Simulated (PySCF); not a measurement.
Sn(F)(Me)(NH2)2 (CH7FN2Sn), SMILES [Sn]([NH2])([CH3])([F])[NH2].

Geometry: PBE0-D3(BJ)/def2-SVP. The structure was generated by enumeration; whether it is a known compound was not checked. The def2 effective core potentials stand for the cores of Sn; spin–orbit coupling is left out. The values are those of a single conformer.

Computed with PBE0-D3(BJ)/def2-SVP (PySCF 2.14.0).

Frequencies are harmonic and unscaled.

Computed normal modes with their intensities:
```json
[
 {"mode": "1", "ν (cm⁻¹)": "46", "IR (km/mol)": "0.3", "moving atoms (share of kinetic energy)": "H 98 %"},
 {"mode": "2", "ν (cm⁻¹)": "94", "IR (km/mol)": "32.1", "moving atoms (share of kinetic energy)": "H 63 %, N 16 %, F 13 %"},
 {"mode": "3", "ν (cm⁻¹)": "133", "IR (km/mol)": "22.5", "moving atoms (share of kinetic energy)": "H 50 %, N 24 %, F 15 %, C 9 %"},
 {"mode": "4", "ν (cm⁻¹)": "139", "IR (km/mol)": "5.0", "moving atoms (share of kinetic energy)": "H 30 %, C 28 %, N 25 %, F 10 %"},
 {"mode": "5", "ν (cm⁻¹)": "152", "IR (km/mol)": "16.2", "moving atoms (share of kinetic energy)": "H 47 %, C 19 %, N 14 %, Sn 12 %, F 8 %"},
 {"mode": "6", "ν (cm⁻¹)": "162", "IR (km/mol)": "6.7", "moving atoms (share of kinetic energy)": "N 45 %, H 26 %, Sn 15 %, F 8 %"},
 {"mode": "7", "ν (cm⁻¹)": "186", "IR (km/mol)": "5.8", "moving atoms (share of kinetic energy)": "H 40 %, F 24 %, N 24 %, Sn 11 %"},
 {"mode": "8", "ν (cm⁻¹)": "193", "IR (km/mol)": "36.7", "moving atoms (share of kinetic energy)": "H 33 %, F 30 %, N 26 %, Sn 10 %"},
 {"mode": "9", "ν (cm⁻¹)": "520", "IR (km/mol)": "105.4", "moving atoms (share of kinetic energy)": "H 48 %, N 42 %"},
 {"mode": "10", "ν (cm⁻¹)": "538", "IR (km/mol)": "89.1", "moving atoms (share of kinetic energy)": "N 44 %, H 37 %, C 16 %"},
 {"mode": "11", "ν (cm⁻¹)": "553", "IR (km/mol)": "84.4", "moving atoms (share of kinetic energy)": "C 46 %, H 33 %, N 12 %, Sn 8 %"},
 {"mode": "12", "ν (cm⁻¹)": "606", "IR (km/mol)": "89.2", "moving atoms (share of kinetic energy)": "F 83 %, Sn 14 %"},
 {"mode": "13", "ν (cm⁻¹)": "640", "IR (km/mol)": "55.3", "moving atoms (share of kinetic energy)": "N 51 %, H 39 %, Sn 10 %"},
 {"mode": "14", "ν (cm⁻¹)": "643", "IR (km/mol)": "40.6", "moving atoms (share of kinetic energy)": "N 46 %, H 43 %, Sn 10 %"},
 {"mode": "15", "ν (cm⁻¹)": "742", "IR (km/mol)": "21.7", "moving atoms (share of kinetic energy)": "H 87 %, C 11 %"},
 {"mode": "16", "ν (cm⁻¹)": "768", "IR (km/mol)": "34.1", "moving atoms (share of kinetic energy)": "H 81 %, C 17 %"},
 {"mode": "17", "ν (cm⁻¹)": "830", "IR (km/mol)": "46.0", "moving atoms (share of kinetic energy)": "H 86 %"},
 {"mode": "18", "ν (cm⁻¹)": "863", "IR (km/mol)": "36.3", "moving atoms (share of kinetic energy)": "H 88 %, N 11 %"},
 {"mode": "19", "ν (cm⁻¹)": "1213", "IR (km/mol)": "6.0", "moving atoms (share of kinetic energy)": "H 81 %, C 19 %"},
 {"mode": "20", "ν (cm⁻¹)": "1430", "IR (km/mol)": "3.6", "moving atoms (share of kinetic energy)": "H 95 %"},
 {"mode": "21", "ν (cm⁻¹)": "1434", "IR (km/mol)": "4.6", "moving atoms (share of kinetic energy)": "H 95 %"},
 {"mode": "22", "ν (cm⁻¹)": "1535", "IR (km/mol)": "14.2", "moving atoms (share of kinetic energy)": "H 91 %, N 9 %"},
 {"mode": "23", "ν (cm⁻¹)": "1545", "IR (km/mol)": "17.6", "moving atoms (share of kinetic energy)": "H 92 %, N 8 %"},
 {"mode": "24", "ν (cm⁻¹)": "3081", "IR (km/mol)": "1.4", "moving atoms (share of kinetic energy)": "H 98 %"},
 {"mode": "25", "ν (cm⁻¹)": "3202", "IR (km/mol)": "0.2", "moving atoms (share of kinetic energy)": "H 90 %, C 10 %"},
 {"mode": "26", "ν (cm⁻¹)": "3209", "IR (km/mol)": "0.0", "moving atoms (share of kinetic energy)": "H 90 %, C 10 %"},
 {"mode": "27", "ν (cm⁻¹)": "3554", "IR (km/mol)": "13.2", "moving atoms (share of kinetic energy)": "H 96 %"},
 {"mode": "28", "ν (cm⁻¹)": "3558", "IR (km/mol)": "14.0", "moving atoms (share of kinetic energy)": "H 96 %"},
 {"mode": "29", "ν (cm⁻¹)": "3655", "IR (km/mol)": "19.7", "moving atoms (share of kinetic energy)": "H 92 %, N 8 %"},
 {"mode": "30", "ν (cm⁻¹)": "3657", "IR (km/mol)": "18.3", "moving atoms (share of kinetic energy)": "H 92 %, N 8 %"}
]
```
